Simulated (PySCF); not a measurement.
SbBr2, SMILES [Br][Sb+][Br] (connectivity only; charge and spin as stated), charge +1, multiplicity 1.

Geometry optimised at r2SCAN-D4/def2-SVP. The multiplicity is an assumed one; other spin states were not compared. The isomer is the one that the SMILES or the coordinates give; other isomers of the formula were not compared. The def2 effective core potentials stand for the cores of Sb; spin–orbit coupling is left out.

Computed with r2SCAN-D4/def2-SVP run with PySCF.

Frequencies are harmonic and unscaled.

```tsv
mode	ν (cm⁻¹)	IR (km/mol)	Raman (Å⁴/amu)	depolarisation	moving atoms (share of kinetic energy)
1	92	1.3	5.0	0.65	Br 79 %, Sb 21 %
2	287	11.0	17.5	0.12	Br 64 %, Sb 36 %
3	291	39.7	9.2	0.75	Br 56 %, Sb 44 %
```
